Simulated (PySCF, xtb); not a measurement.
N-methylmethanimine (C₂H₅N), SMILES C=NC.

Harmonic wavenumbers (cm⁻¹) from GFN2-xTB in xtb 6.7.1 at its own minimum, in rising order: 201, 451, 668, 985, 1012, 1064, 1095, 1206, 1388, 1422, 1456, 1472, 1763, 2852, 2884, 2989, 3005, 3078.

**Question.** What does PySCF with PBE0-D3(BJ)/def2-TZVP give at its own minimum? (Estimate from the structure and the level; the computed values follow.)

**Answer.** 223, 480, 701, 998, 1068, 1122, 1141, 1241, 1427, 1468, 1472, 1503, 1767, 2988, 3000, 3090, 3111, 3150. Paired by order, the mean absolute difference is 53 cm⁻¹ and the zero-point energies are 41.4 and 42.8 kcal/mol.
